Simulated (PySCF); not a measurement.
SMILES N[SiH2]N[Si](Cl)(Cl)Cl, B3LYP/def2-SVP optimised geometry.

```
12

Si    -0.70     0.53     0.00
Cl     1.37     0.53     0.00
Cl    -1.29    -0.38    -1.76
Cl    -1.37     2.48     0.00
N     -1.34    -0.25     1.38
Si    -1.10    -1.88     1.99
N     -0.61    -1.82     3.64
H     -1.94     0.35     1.95
H     -2.36    -2.67     1.99
H     -0.14    -2.48     1.02
H      0.27    -1.41     3.93
H     -0.93    -2.52     4.30
```

Density from B3LYP/def2-TZVP (PySCF) at that geometry.

Minimum of the electron density along straight lines between bonded atoms, close to the bond critical point (lines longer than 1.1 times the sum of covalent radii, or with two minima, are not listed):

```json
[
 {"bond": "Si1–Cl2", "length / Å": "2.067", "ρ at the minimum / e bohr⁻³": "0.101", "∇²ρ there / e bohr⁻⁵": "0.17", "position (fraction from the first atom)": "0.36"},
 {"bond": "Si1–Cl3", "length / Å": "2.065", "ρ at the minimum / e bohr⁻³": "0.101", "∇²ρ there / e bohr⁻⁵": "0.18", "position (fraction from the first atom)": "0.36"},
 {"bond": "Si1–Cl4", "length / Å": "2.065", "ρ at the minimum / e bohr⁻³": "0.101", "∇²ρ there / e bohr⁻⁵": "0.18", "position (fraction from the first atom)": "0.36"},
 {"bond": "Si1–N5", "length / Å": "1.707", "ρ at the minimum / e bohr⁻³": "0.141", "∇²ρ there / e bohr⁻⁵": "0.55", "position (fraction from the first atom)": "0.40"},
 {"bond": "N5–Si6", "length / Å": "1.761", "ρ at the minimum / e bohr⁻³": "0.122", "∇²ρ there / e bohr⁻⁵": "0.46", "position (fraction from the first atom)": "0.60"},
 {"bond": "Si6–N7", "length / Å": "1.724", "ρ at the minimum / e bohr⁻³": "0.133", "∇²ρ there / e bohr⁻⁵": "0.55", "position (fraction from the first atom)": "0.40"},
 {"bond": "N5–H8", "length / Å": "1.020", "ρ at the minimum / e bohr⁻³": "0.324", "∇²ρ there / e bohr⁻⁵": "-1.53", "position (fraction from the first atom)": "0.74"},
 {"bond": "Si6–H9", "length / Å": "1.490", "ρ at the minimum / e bohr⁻³": "0.123", "∇²ρ there / e bohr⁻⁵": "0.14", "position (fraction from the first atom)": "0.49"},
 {"bond": "Si6–H10", "length / Å": "1.491", "ρ at the minimum / e bohr⁻³": "0.123", "∇²ρ there / e bohr⁻⁵": "0.13", "position (fraction from the first atom)": "0.49"},
 {"bond": "N7–H11", "length / Å": "1.015", "ρ at the minimum / e bohr⁻³": "0.331", "∇²ρ there / e bohr⁻⁵": "-1.58", "position (fraction from the first atom)": "0.73"},
 {"bond": "N7–H12", "length / Å": "1.015", "ρ at the minimum / e bohr⁻³": "0.331", "∇²ρ there / e bohr⁻⁵": "-1.58", "position (fraction from the first atom)": "0.73"}
]
```
